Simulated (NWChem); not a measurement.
Species: HS$_{2}$ anion

```xyz
3

S      0.0329    -1.1278     0.0000
S      0.0616     1.0137     0.0000
H     -1.2701     1.2982     0.0000
```
Atoms are numbered in this order, from 1.

Results from NWChem. Geometry: optimised at B3LYP/def2-SVPD. The gas-phase anion has a positive highest level at the geometry level, so the gas reference is doubtful. Level: M05-2X/aug-cc-pVDZ with SMD (1 M gas to 1 M solution), gas-phase geometry. Reactions with the solvent are ignored.

```
solvent        dielectric constant  solvation free energy (kcal/mol)  cavity-dispersion-structure term (kcal/mol)
-------------  -------------------  --------------------------------  -------------------------------------------
water                         78.4                               ___                                          ___
1,4-dioxane                   2.21                             -34.4                                         -2.3
1-octanol                     9.86                             -55.6                                         -2.5
cyclohexanone                 15.6                             -57.5                                         -2.2
```

Question: Some entries are withheld; supply them.

Answer: 
- water, solvation free energy (kcal/mol): -58.4
- water, cavity-dispersion-structure term (kcal/mol): 0.0
